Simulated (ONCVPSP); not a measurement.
**Which change was made? (Ti, ONCV)**

* Element: Ti
* Generator: ONCVPSP 4.0.1
* Type: optimised norm-conserving Vanderbilt (ONCV)
* Functional: LDA (Perdew-Wang 92)
* Relativity: scalar-relativistic
* Frozen core: [Ne]
* Valence charge: 12
* Reference configuration: 3s2 3p6 3d1 (charge +3)
* Partial waves: 3s: rc 1.45 bohr, ncon 4, nbas 8, qcut 8.5 1/bohr, 1 projector; 3p: rc 1.45 bohr, ncon 4, nbas 8, qcut 8.5 1/bohr, 2 projectors, debl 1.1 Ha; 3d: rc 1.35 bohr, ncon 3, nbas 7, qcut 10.3 1/bohr, 2 projectors, debl 2.4 Ha
* Local potential: polynomial inside 1.30 bohr (lpopt 3, dvloc0 4 Ha)
* Core correction: polynomial model core, fcfact 0.3

In the p channel the program set the typed energies aside and used -2.606, 0.250 Ha.

Cutoffs, loose and tight: the cutoffs (Ha) at which the residual kinetic energy of the hardest occupied pseudo-wave falls to 1 and 0.1 mHa per electron. They do not see the model core or the augmentation charge, which bear on the density cutoff. Test errors are all-electron minus pseudo excitation energies from the reference, over the configurations 3s2 3p6 3d2 4s2; 3s2 3p6 3d2 4s1; 3s2 3p6 3d2; 3s2 3p6 3d1 4s2 4p1; variants that change the core or the reference have their own tests. The largest error is taken over the tests solved by every variant that gives reliable tests at all, those not shown here included: 3s2 3p6 3d2; 3s2 3p6 3d2 4s1; 3s2 3p6 3d2 4s2.

The base gives: outcome: generated, projector energies reset by the program; cutoff, loose: 42 Ha; cutoff, tight: 47 Ha; bound ghosts: none; GHOST(+) flags above zero: none; largest test error (meV): +313.

Problem. After one change the result is: outcome: generated, projector energies reset by the program; cutoff, loose: 42 Ha; cutoff, tight: 81 Ha; bound ghosts: none; GHOST(+) flags above zero: s; largest test error (meV): -39. Which change was it?
A. d: qcut 8.4
B. s: rc 1.08; local potential polynomial inside 1.08 bohr (lpopt 3, dvloc0 4 Ha)
C. all radii but the core radius scaled by about 0.76 (s 1.10, p 1.10, d 1.02 bohr); local potential polynomial inside 0.98 bohr (lpopt 3, dvloc0 4 Ha)
D. s: qcut 11.2; p: qcut 11.2; d: qcut 13.6

Solution. B. The others give: d: qcut 8.4 → outcome: generated, projector energies reset by the program; cutoff, loose: 35 Ha; cutoff, tight: 104 Ha; bound ghosts: none; GHOST(+) flags above zero: none; largest test error (meV): +327 | s: qcut 11.2; p: qcut 11.2; d: qcut 13.6 → outcome: generated, projector energies reset by the program; cutoff, loose: 56 Ha; cutoff, tight: 66 Ha; bound ghosts: none; GHOST(+) flags above zero: none; largest test error (meV): +222 | all radii but the core radius scaled by about 0.76 (s 1.10, p 1.10, d 1.02 bohr); local potential polynomial inside 0.98 bohr (lpopt 3, dvloc0 4 Ha) → outcome: generated, projector energies reset by the program; cutoff, loose: 55 Ha; cutoff, tight: 186 Ha; bound ghosts: none; GHOST(+) flags above zero: none; largest test error (meV): +79.
